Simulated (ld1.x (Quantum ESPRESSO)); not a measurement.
# Transferability test, TM potential for indium (In)

ld1.x (Quantum ESPRESSO) 7.5 input, shortened:

```
&input
   title='In', zed=49., rel=1, dft='PZ', iswitch=3,
   config='[Kr] 4d10 5s2 5p1'
 /
 &inputp
   pseudotype=2, tm=.true., lloc=0,
   nlcc=.true., new_core_ps=.true., rcore=1.75
 /
2
5P  2  1   1.00   0.00  2.90  2.90  0.0
5S  1  0   2.00   0.00  1.95  1.95  0.0
 &test
   configts(1)='5s2 5p1'
 /
```

Energies are relative to the spin-unpolarised reference configuration 5s2 5p1; without spin polarisation the order of configurations can differ from experiment. Spin-polarised rows fill each open shell by Hund’s rule, majority spin first.

Problem. Give the all-electron excitation energy and the error of the potential for: 5s2 5p0; 5s1 5p0; 5s2 5p0.5; 5s2 5p1.3; 5s1 5p1; 5s0 5p3; 5s1 5p2; 5s2 5p1 (spin-polarised); 5s1 5p0 (spin-polarised).

Solution.

```tsv
valence configuration	charge	ΔE all-electron (eV)	error AE − PS (meV)
5s2 5p0	+1	5.595	-16
5s1 5p0	+2	25.255	-215
5s2 5p0.5	+0.5	2.046	-2.6
5s2 5p1.3	-0.3	-0.582	-0.1
5s1 5p1	+1	12.290	-59
5s0 5p3	0	12.162	-71
5s1 5p2	0	5.938	-18
5s2 5p1 (spin-polarised)	0	-0.117	-1.2
5s1 5p0 (spin-polarised)	+2	25.031	-228
```

Levels in the configuration 5s1 5p2:

```
level  all-electron (eV)  pseudo (eV)
   5s             -9.483       -9.533
   5p             -3.396       -3.410
```
